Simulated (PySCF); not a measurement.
Calculation: TPSSh-D3(BJ)/def2-TZVP // BP86-D3(BJ)/def2-SVP in PySCF. All species are isolated molecules in the gas phase. One relaxed conformer stands for a flexible species; it need not be the lowest. 

Reference species: [Ti(Cl)3(OH)] (neutral, multiplicity 1).

The HOMO–LUMO gap is 4.78 eV, the coordination number is 4 and the charge on the central atom (Mulliken) is 1.28 e. The mean distance from the central atom to its bonded neighbours is 2.078 Å.

After one change: the HOMO–LUMO gap rises by 0.63 eV; the coordination number is nearly the same; the charge on the central atom (Mulliken) increases by 0.14 e; the mean distance from the central atom to its bonded neighbours drops by 0.177 Å.

**Question.** Which change was made? The new species is one of these.
A. [Ti(Cl)2(OH)2]
B. [Ti(Cl)4]
C. [Ti(Cl)(OH)3]
D. [Ti(OH)4]

**Answer.** C, [Ti(Cl)(OH)3]
